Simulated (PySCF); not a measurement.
Which level of theory gave which numbers?

Species: C3H7FOSi.
Structure used (PBE0-D3(BJ)/def2-SVP), in Å, numbered top down from 1:
```
atom  x, y, z in Å
C1    -0.547   -1.254    0.546
C2    -0.187   -0.359   -0.378
C3    -0.471   -0.508   -1.842
F4    -1.133   -1.667   -2.115
O5     0.474    0.801   -0.157
Si6    0.872    1.448    1.346
H7    -0.323   -1.121    1.607
H8    -1.079   -2.152    0.233
H9    -1.077    0.352   -2.180
H10    0.482   -0.485   -2.399
H11   -0.366    1.664    2.150
H12    1.542    2.738    1.041
H13    1.794    0.534    2.081
```

The closed-shell ground state was solved 5 times with PySCF (density fitting, gas phase), always in the pcSseg-1 basis (144 functions), with these functionals: BHandHLYP, CAM-B3LYP, LC-wPBE, PBE0 and wB97X-D.

```
row  total energy (Eh)  HOMO (eV)  LUMO (eV)  dipole (D)
  P          -582.6011      -7.02       0.16        1.86
  Q          -582.8941      -8.07       1.09        1.94
  R          -582.7813      -9.73       2.42        1.88
  S          -582.9438      -8.35       1.22        1.88
  T          -582.9485      -8.89       1.99        1.90
```

Which functional belongs to which row?

P = PBE0, Q = BHandHLYP, R = LC-wPBE, S = CAM-B3LYP, T = wB97X-D. By rising HOMO–LUMO gap: PBE0 (global hybrid, 25 % exact exchange) 7.18 eV; BHandHLYP (global hybrid, 50 % exact exchange) 9.16 eV; CAM-B3LYP (range-separated hybrid) 9.57 eV; wB97X-D (range-separated hybrid) 10.88 eV; LC-wPBE (range-separated hybrid) 12.15 eV. Total energies of different functionals aren't bounds to one another; each is stationary for its own functional.

One conformer stands for the species.

The pairwise dispersion term of wB97X-D wasn't added to the energies; at a given geometry it leaves orbitals and properties as they are.
